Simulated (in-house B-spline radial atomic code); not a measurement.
A fraction x of an electron is moved 4d → 5f in Ho, starting from [Xe] 4f11 6s2 and keeping the highest spin. Method: scalar-relativistic (X2C) LDA VWN5, spin-polarised, spherical fractional occupations, Fermi nucleus of rms radius 5.2022 fm. Calculated with an all-electron radial atomic-structure program (B-spline basis).

```
    x  E(x) - E(0) (eV)  4d down level (eV)  5f up level (eV)
    0            0.0000            -157.254                 -
0.125           19.7579            -159.021            -0.118
 0.25                 ?                   ?                 ?
0.375           59.9208            -162.679            -0.246
  0.5                 ?                   ?                 ?
0.625          100.9875            -166.460            -0.343
 0.75          121.8693            -168.378            -0.384
0.875          142.9864            -170.303            -0.421
    1          164.3401            -172.232            -0.454
```

(1) What belongs in the row x = 0.25?

(2) What belongs in the row x = 0.5?

(3) Check Janak's theorem between x = 0.625 and 0.75.

Answers

(1) An energy change of 39.7289 eV; 4d down at -160.829 eV, 5f up at -0.187 eV.

(2) An energy change of 80.3390 eV; 4d down at -164.559 eV, 5f up at -0.297 eV.

(3) The slope of the energy is 167.05 eV; the orbital levels give 167.06 eV (ε of the receiving orbital less ε of the emptying one, averaged over the two points).
